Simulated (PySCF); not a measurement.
# Polarisability and C₆ of Zr⁺ (zirconium, charge +1)

[Kr] 4d2 5s1, high-spin 4F determinant. Calculation: PySCF 2.14, in ANO-RCC-VTZP (7s6p4d2f1g, 68 functions); scalar relativity by spin-free X2C-1e. Coupled (time-dependent) response in atomic units; α is the mean over directions. The basis has no added diffuse functions, which lowers α and C₆.

| method | mean α (bohr³) | C₆ (like pair) | S(−4) |
| --- | --- | --- | --- |
| UHF | 78.06 | 706.7 | 4318 |
| PBE | 55.68 | 459.8 | 2007 |
| PBE0 | 59.77 | 501.4 | 2367 |

S(−4) is the Cauchy moment in α(ω) = α(0) + S(−4) ω² + …

Spin-orbit coupling is absent.

α(iu) at UHF:

```csv
u (hartree),α(iu) (bohr³)
0,78.06
0.0500,68.75
0.100,51.56
0.200,28.23
0.300,18.03
0.500,10.26
0.750,6.618
1.00,4.775
1.50,2.860
2.00,1.896
3.00,0.9984
5.00,0.4148
```

A single London oscillator, α(iu) = α/(1 + u²/ω²), gives C₆ = (3/4) ω α². Matching the computed C₆ needs ω = 4 × 706.7 / (3 × 78.06²) = 0.155 hartree.

For an ion, C₆ is the dispersion term alone; charge-induced terms of lower order in 1/R come first.
